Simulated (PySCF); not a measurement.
Isomers of C2H6OSi. Gas-phase values, no solvent. One relaxed conformer stands for each flexible species; it need not be the lowest. Strings in code marks are SMILES.

Computed with PySCF with B3LYP-D3(BJ)/def2-TZVP. All candidates: neutral, multiplicity 1. B3LYP has the VWN-RPA correlation part, as in Gaussian. Excitations are Tamm–Dancoff values on a coarser integration grid. The basis has no diffuse functions, so Rydberg states are missing or too high.

| Item | Value |
|---|---|
| brightest of the four lowest singlets (TDA) | 6.70 eV |
| S1 excitation (TDA) | 5.44 eV |
| LUMO | -0.24 eV |

### Question
Identify which member has these values.
(A) `C=C(O)[SiH3]` (Si–C–O–H torsion 0°)
(B) `O/C=C/[SiH3]` (H–O–C–C torsion 0°)
(C) `C=CO[SiH3]` (C–C–O–Si torsion 180°)
(D) `C=[Si](C)O` (C–Si–O–H torsion 0°)

### Answer
A, `C=C(O)[SiH3]` (Si–C–O–H torsion 0°). The others give `C=CO[SiH3]` (C–C–O–Si torsion 180°): 6.96 eV, 5.72 eV, -0.08 eV; `C=[Si](C)O` (C–Si–O–H torsion 0°): 5.99 eV, 4.66 eV, -0.05 eV; `O/C=C/[SiH3]` (H–O–C–C torsion 0°): 7.10 eV, 6.19 eV, -0.09 eV
